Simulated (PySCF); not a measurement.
BaF₂, charge +1, multiplicity 2. Atoms are numbered in the order given.

```xyz
3

Ba     0.0000     0.0000    -0.5151
F      0.0000    -0.9923     1.6024
F      0.0000     0.9923     1.6024
```
Charge +1, spin multiplicity 2.

Geometry optimised at B3LYP-D3(BJ)/def2-TZVP. The multiplicity is an assumed one; other spin states were not compared. The isomer is the one that the SMILES or the coordinates give; other isomers of the formula were not compared. The def2 effective core potentials stand for the cores of Ba; spin–orbit coupling is left out.

Level of theory: C-PCM-ωB97X/def2-SVP run with PySCF 2.14.0.

The values are the electrostatic part of the solvation free energy, E(continuum) − E(gas) at the gas-phase geometry, in a cavity of scaled van der Waals radii (PySCF's table); cavitation and dispersion terms are not included. A continuum can't describe solvent molecules that bind to the metal.

```json
[
 {"solvent": "water", "ε": "78.36", "ΔG(elec) (kcal/mol)": "-70.4"},
 {"solvent": "acetonitrile", "ε": "35.69", "ΔG(elec) (kcal/mol)": "(withheld)"},
 {"solvent": "tetrahydrofuran", "ε": "7.43", "ΔG(elec) (kcal/mol)": "-61.5"}
]
```

Problem. Complete the blanks. (An estimate is asked for; the answer gives what the named calculation found.)

Solution. 
- acetonitrile, ΔG(elec) (kcal/mol): -69.2
